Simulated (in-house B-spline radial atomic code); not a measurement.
C⁴⁺. Computed with a B-spline radial atomic code. Model: all-electron spherical atom, spin shells full or empty, radial basis limit, no spin-orbit coupling, Breit or QED, empty-state partial waves extrapolated as (l+1/2)^-4, RPA, G0W0 and static COHSEX of the highest shell as one setting changes (uncorrelated shells keep exact exchange).

Empty levels are discrete states of a finite basis, so the steps are uneven.

Given: element C; charge 4; filled core none; hamiltonian non-relativistic; mean-field start Hartree-Fock; highest l of empty states 9; lowest nl shells left uncorrelated 0; highest mean-field shell 1s; box radius 11.96 bohr.

Shell: 1s 1 1 (electrons up and down).

```
highest empty level kept (hartree)  RPA correlation energy (hartree)  G0W0 level (eV)  G0W0 minus most complete (meV)  COHSEX level (eV)  linearised minus solved G0W0 (meV)
                              8.33                         -0.014746          -390.75                          1217.8            -391.14                                   0
                             16.67                         -0.026976          -390.76                          1211.1             -391.5                                   0
                             29.17                         -0.041971          -391.03                           942.4            -392.22                                   0
                                50                         -0.054607          -391.26                           709.6            -392.88                                   0
                             83.33                         -0.066027          -391.52                           454.4            -393.55                                   0
                               150                         -0.074244          -391.72                           247.9            -394.07                                   0
                               250                                 ?                ?                               ?                  ?                                   ?
                               500                         -0.081802          -391.93                            42.5            -394.56                                   0
                              1000                         -0.082842          -391.96                            12.1            -394.62                                   0
                            2083.3                                 ?                ?                               ?                  ?                                   ?
                              5000                         -0.083196          -391.97                             0.5            -394.64                                   0
                             16667                         -0.083206          -391.97                               0            -394.64                                   0
```

Task: What follows for highest empty level kept = 250?

Result: RPA correlation energy -0.078941 hartree; G0W0 level -391.85 eV; G0W0 minus most complete 122.3 meV; COHSEX level -394.38 eV; linearised minus solved G0W0 0 meV.

Task: What follows for highest empty level kept = 2083.3?

Result: RPA correlation energy -0.083114 hartree; G0W0 level -391.97 eV; G0W0 minus most complete 3.4 meV; COHSEX level -394.63 eV; linearised minus solved G0W0 0 meV.
